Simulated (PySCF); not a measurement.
C₂H₅F₃P₂Si.
Atom-mapped SMILES: `[F:1][C:2]([F:3])([F:4])/[P:5]=[P:6]/[CH2:7][SiH3:8]` (hydrogens: H9, H10 on C7; H11, H12, H13 on Si8)

The same species was optimised twice, with GFN2-xTB and with PBE0-D3(BJ)/def2-SVP (PySCF), and the same property calculations (PySCF, gas phase) were run on both structures.

```json
{"coordinate": "C2–P5 (Å)", "GFN2-xTB": "1.883", "PBE0-D3(BJ)/def2-SVP": "1.906", "change": "+0.023"}
{"coordinate": "C7–Si8 (Å)", "GFN2-xTB": "1.922", "PBE0-D3(BJ)/def2-SVP": "1.900", "change": "-0.022"}
{"coordinate": "P6–C7 (Å)", "GFN2-xTB": "1.839", "PBE0-D3(BJ)/def2-SVP": "1.851", "change": "+0.012"}
{"coordinate": "P5=P6 (Å)", "GFN2-xTB": "2.032", "PBE0-D3(BJ)/def2-SVP": "2.028", "change": "-0.004"}
{"coordinate": "C2–P5–P6 (°)", "GFN2-xTB": "94.7", "PBE0-D3(BJ)/def2-SVP": "98.5", "change": "+3.8"}
{"coordinate": "P5–P6–C7 (°)", "GFN2-xTB": "100.2", "PBE0-D3(BJ)/def2-SVP": "99.8", "change": "-0.4"}
{"coordinate": "P6–C7–Si8 (°)", "GFN2-xTB": "111.7", "PBE0-D3(BJ)/def2-SVP": "111.3", "change": "-0.4"}
{"coordinate": "F1–C2–P5–P6 (°)", "GFN2-xTB": "151", "PBE0-D3(BJ)/def2-SVP": "130", "change": "-21"}
{"coordinate": "P5–P6–C7–Si8 (°)", "GFN2-xTB": "-88", "PBE0-D3(BJ)/def2-SVP": "-91", "change": "-3"}
```

Rotational constants: A = 2807, B = 548.0, C = 533.0 MHz (GFN2-xTB) against A = 2826, B = 532.6, C = 518.7 MHz (PBE0-D3(BJ)/def2-SVP). Point groups within 0.08 Å: C1 and C1. End groups have turned between the structures, so F1, F3, F4 are left out of the comparison.

On the GFN2-xTB structure: lowest singlet, TDDFT (eV) 3.26 [CAM-B3LYP/def2-SVPD]; lowest triplet, Tamm–Dancoff (eV) 2.00 [CAM-B3LYP/def2-SVPD]; isotropic polarisability (au) 106.8 [CAM-B3LYP/def2-SVPD]; HOMO (eV) -8.81 [CAM-B3LYP/def2-SVPD]; LUMO (eV) -2.06 [CAM-B3LYP/def2-SVPD]; dipole (D) 3.82 [CAM-B3LYP/def2-SVPD]; HOMO (eV) -7.71 [PBE0/pcSseg-1]; LUMO (eV) -3.21 [PBE0/pcSseg-1]; dipole (D) 3.60 [PBE0/pcSseg-1]; GIAO shielding of F1/F3/F4 (mean) (ppm) 225.2 [PBE0/pcSseg-1]; GIAO shielding of C2 (ppm) 45.3 [PBE0/pcSseg-1]; GIAO shielding of P5 (ppm) -243.3 [PBE0/pcSseg-1]; GIAO shielding of P6 (ppm) -393.5 [PBE0/pcSseg-1]; GIAO shielding of C7 (ppm) 161.7 [PBE0/pcSseg-1]; GIAO shielding of Si8 (ppm) 412.0 [PBE0/pcSseg-1].

Question: What do these properties become on the PBE0-D3(BJ)/def2-SVP structure?

Answer: 
```
                                    property                level  on GFN2-xTB  on PBE0-D3(BJ)/def2-SVP  change
                  lowest singlet, TDDFT (eV)  CAM-B3LYP/def2-SVPD         3.26                     3.29   +0.03
           lowest triplet, Tamm–Dancoff (eV)  CAM-B3LYP/def2-SVPD         2.00                     2.08   +0.08
               isotropic polarisability (au)  CAM-B3LYP/def2-SVPD        106.8                    108.5    +1.7
                                   HOMO (eV)  CAM-B3LYP/def2-SVPD        -8.81                    -8.88   -0.07
                                   LUMO (eV)  CAM-B3LYP/def2-SVPD        -2.06                    -2.01   +0.05
                                  dipole (D)  CAM-B3LYP/def2-SVPD         3.82                     3.44   -0.38
energy, GFN2-xTB geometry as zero (kcal/mol)  CAM-B3LYP/def2-SVPD          0.0                     -1.5    -1.5
                                   HOMO (eV)        PBE0/pcSseg-1        -7.71                    -7.72   -0.01
                                   LUMO (eV)        PBE0/pcSseg-1        -3.21                    -3.17   +0.04
                                  dipole (D)        PBE0/pcSseg-1         3.60                     3.18   -0.42
energy, GFN2-xTB geometry as zero (kcal/mol)        PBE0/pcSseg-1          0.0                     -1.5    -1.5
     GIAO shielding of F1/F3/F4 (mean) (ppm)        PBE0/pcSseg-1        225.2                    234.7    +9.5
                  GIAO shielding of C2 (ppm)        PBE0/pcSseg-1         45.3                     47.7    +2.4
                  GIAO shielding of P5 (ppm)        PBE0/pcSseg-1       -243.3                   -262.5   -19.2
                  GIAO shielding of P6 (ppm)        PBE0/pcSseg-1       -393.5                   -352.7   +40.8
                  GIAO shielding of C7 (ppm)        PBE0/pcSseg-1        161.7                    163.7    +2.0
                 GIAO shielding of Si8 (ppm)        PBE0/pcSseg-1        412.0                    413.3    +1.3
```

The heavy atoms differ by 0.209 Å rms after alignment. Among the bonds compared C2–P5 and C7–Si8 change most and about equally (-0.022 to +0.023 Å). Changes are differences of the printed values. Neither structure is proved a minimum here.

The values belong to the conformer `[F:1][C:2]([F:3])([F:4])/[P:5]=[P:6]/[CH2:7][SiH3:8]`: F1–C2–P5–P6 130°, P5–P6–C7–Si8 -91°.
